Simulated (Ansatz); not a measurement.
`[AlH2][Al]([Cl])[Cl]`. The species carries charge 0 and has multiplicity 1.

Cartesian coordinates in Å:
```
Al 0.638 1.162 0.453
Al -0.540 -0.981 -0.380
Cl 0.421 -2.377 -1.622
Cl -2.523 -1.450 0.130
H -0.121 2.167 1.419
H 2.125 1.480 0.000
```

Task: What are the harmonic wavenumbers in cm⁻¹ at PBE0-D4/def2-TZVP (Ansatz, finite differences of forces, unscaled)? (An estimate is asked.)

Result: Ansatz gave: 80i, 78, 139, 144, 294, 392, 517, 529, 573, 768, 1915, 1931.

Task: Is this a minimum?

Result: No: 1 imaginary mode, so it is a saddle point.
